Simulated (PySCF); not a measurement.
CH₆GaN, SMILES [CH3][GaH][NH2].

Geometry optimised at B3LYP-D3(BJ)/def2-SVP. One conformer was computed; it need not be the lowest.

Level of theory: TDDFT-B3LYP/def2-SVPD in PySCF.

Vertical excitations. The molecule is in vacuum. State labels are in the subgroup Cs.

Computed excitation energies, oscillator strengths and character:
```json
[
 {"state": "S1", "symmetry": "A'", "energy (eV)": "5.91", "λ (nm)": "210", "f": "0.100", "main pairs": "HOMO→LUMO 97 %"},
 {"state": "S2", "symmetry": "A\"", "energy (eV)": "5.93", "λ (nm)": "209", "f": "0.066", "main pairs": "HOMO→LUMO+1 97 %"},
 {"state": "S3", "symmetry": "A\"", "energy (eV)": "5.99", "λ (nm)": "207", "f": "0.002", "main pairs": "HOMO−1→LUMO 100 %"},
 {"state": "S4", "symmetry": "A\"", "energy (eV)": "6.78", "λ (nm)": "183", "f": "0.002", "main pairs": "HOMO→LUMO+2 95 %"},
 {"state": "S5", "symmetry": "A'", "energy (eV)": "6.88", "λ (nm)": "180", "f": "0.041", "main pairs": "HOMO−1→LUMO+1 98 %"},
 {"state": "S6", "symmetry": "A\"", "energy (eV)": "7.23", "λ (nm)": "172", "f": "0.013", "main pairs": "HOMO−2→LUMO 64 %, HOMO→LUMO+3 32 %"},
 {"state": "S7", "symmetry": "A\"", "energy (eV)": "7.36", "λ (nm)": "168", "f": "0.022", "main pairs": "HOMO→LUMO+3 65 %, HOMO−2→LUMO 33 %"},
 {"state": "S8", "symmetry": "A'", "energy (eV)": "7.61", "λ (nm)": "163", "f": "0.147", "main pairs": "HOMO−1→LUMO+2 94 %"},
 {"state": "S9", "symmetry": "A\"", "energy (eV)": "7.70", "λ (nm)": "161", "f": "0.008", "main pairs": "HOMO→LUMO+4 92 %"},
 {"state": "S10", "symmetry": "A'", "energy (eV)": "8.08", "λ (nm)": "153", "f": "0.090", "main pairs": "HOMO−2→LUMO+1 89 %"},
 {"state": "T1", "symmetry": "A'", "energy (eV)": "4.72", "λ (nm)": "263", "f": "0", "main pairs": "HOMO→LUMO 98 %"},
 {"state": "T2", "symmetry": "A\"", "energy (eV)": "5.58", "λ (nm)": "222", "f": "0", "main pairs": "HOMO→LUMO+1 88 %"},
 {"state": "T3", "symmetry": "A\"", "energy (eV)": "5.64", "λ (nm)": "220", "f": "0", "main pairs": "HOMO−1→LUMO 99 %"},
 {"state": "T4", "symmetry": "A'", "energy (eV)": "6.41", "λ (nm)": "193", "f": "0", "main pairs": "HOMO−1→LUMO+1 84 %"}
]
```
Triplets are in the Tamm–Dancoff approximation, which puts them higher than full response would, so one can lie above its singlet here.
